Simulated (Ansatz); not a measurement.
H₃Sb, triplet, at a GFN2-xTB geometry (a higher spin typed on purpose: for a closed-shell molecule this is an excited state) (core potentials on Sb), atoms displaced at random by about 0.02 Å a coordinate. Base run: HF/def2-SVP in Ansatz (a first-principles code).

Here is a job for Ansatz.
Ansatz 0.2 input:
```yaml
crystal:
  periodic: [false, false, false]
  atoms:
    - {symbol: Sb, position_ang: [-0.05291214, -0.02283890, 0.00848818]}
    - {symbol: H, position_ang: [-0.40724227, -1.89084948, 0.08523527]}
    - {symbol: H, position_ang: [0.33681690, 1.88729539, -0.12043470]}
    - {symbol: H, position_ang: [1.63873312, -0.30965496, -0.15633007]}
basis:
  gaussian:
    orbitals: def2-SVP
hamiltonian:
  xc: hf
magnetization: {spin_polarized: true, initial_magnetization: 2}
relax: {}
```

The base run was repeated with changes; each row names its change, and settings that it needs were set with it.

```
change                          ΔE vs base (µEh)  optimiser steps
------------------------------  ----------------  ---------------
base                                         0.0                5
relax = f_tol: 0.05                          5.4                4
relax = max_displacement: 0.02              -0.1                7
relax = f_tol: 0.1                          45.1                3
relax = f_tol: 0.002                        -0.1                6
relax = max_displacement: 0.5                0.1                5
relax = escape_saddle: false                 0.0                5
```
